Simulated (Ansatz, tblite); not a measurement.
Forces on the cluster PdAu₂ at its PBE-D4/def2-TZVP geometry. The state is a singlet with charge 0.

In the def2 sets Au, Pd take a core potential; there is no spin–orbit coupling. The xTB rows come from tblite. The structure comes from a short search, and lower isomers may exist.

GFN1-xTB (tblite), largest force 0.32 eV/Å:

```xyz
3
positions Å, forces eV/Å
Pd   -0.721   -0.821   -1.021    0.029    0.033    0.041
Au    0.861   -0.710    1.059   -0.135    0.252   -0.152
Au   -0.140    1.531   -0.038    0.106   -0.285    0.111
```

GFN2-xTB (tblite), largest force 0.75 eV/Å:

```
Pd -0.360 -0.410 -0.510
Au 0.186 0.191 0.262
Au 0.174 0.219 0.248
```

PBE-D4/def2-TZVP (Ansatz), largest force 0.00 eV/Å:

```
Pd 0.001 0.001 0.001
Au 0.000 -0.001 -0.001
Au -0.001 0.000 -0.001
```
